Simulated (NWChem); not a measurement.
C$_{3}$H$_{3}$NO$_{3}$S$_{2}$; SMILES O=S(=O)(O)c1cscn1

```xyz
12

O     -0.7556     2.0173    -1.2752
S     -0.1691     1.5882     0.0000
O     -0.7556     2.0173     1.2752
O      1.4363     1.9145     0.0000
C     -0.0387    -0.2195     0.0000
C     -1.0849    -1.1161     0.0000
S     -0.4400    -2.7207     0.0000
C      1.1721    -2.0645     0.0000
N      1.2222    -0.7512     0.0000
H      1.8803     1.0182     0.0000
H     -2.1631    -0.9188     0.0000
H      2.0550    -2.7196     0.0000
```
Atoms are numbered in this order, from 1.

Results from NWChem. Pople sets run with spherical d functions. The geometry was optimised at PBE-D3(BJ)/def2-SVP. No frequency run checked for a minimum. Atomic charges in e: unrestrained fits to the electrostatic potential beside Mulliken populations; buried atoms are poorly determined by the fit.

Question: What does the run give for Hartree-Fock/6-31G*? Quantities: ESP O1; Mulliken O1; ESP S2; Mulliken S2; ESP O3; Mulliken O3; ESP O4; Mulliken O4; ESP C5; Mulliken C5; relative RMS misfit of the potential (%).

Answer: 
| Item | Value |
|---|---|
| ESP O1 | -0.64 |
| Mulliken O1 | -0.67 |
| ESP S2 | 1.42 |
| Mulliken S2 | 1.80 |
| ESP O3 | -0.64 |
| Mulliken O3 | -0.67 |
| ESP O4 | -0.56 |
| Mulliken O4 | -0.84 |
| ESP C5 | 0.01 |
| Mulliken C5 | -0.05 |
| relative RMS misfit of the potential (%) | 19 |
